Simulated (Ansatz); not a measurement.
Basis-set extrapolation for `C=CN(C)[SiH2]Cl` (PBE0-D4/def2-TZVP geometry, frozen core, Ansatz). Multiplicity 1, RHF reference.

```json
{"": "HF", "def2-TZVPP": "-921.287913", "def2-QZVPP": "-921.318107"}
{"": "MP2 correlation", "def2-TZVPP": "-1.021002", "def2-QZVPP": "-1.096508"}
{"": "CCSD(T) correlation", "def2-TZVPP": "-1.127832", "def2-QZVPP": "not run"}
```

Energies in hartree. Use E(X) = E(∞) + A·exp(−7.88·√X) for Hartree–Fock and E(X) = E(∞) + B·X^(−2.97) for correlation, with X = 3 and 4, and add CCSD(T) minus MP2 of the smaller set to the MP2 limit.

Question: What is the CCSD(T) energy at the basis-set limit?

Answer: HF limit: -921.318107 + (-0.030194) × 0.13774 = -921.32227. MP2 limit: -1.096508 + (-0.075506) × 0.74074 = -1.15244. Higher-order term: -1.127832 − (-1.021002) = -0.10683. Total: -922.58154 hartree, 435.3 kJ/mol below CCSD(T)/def2-TZVPP.
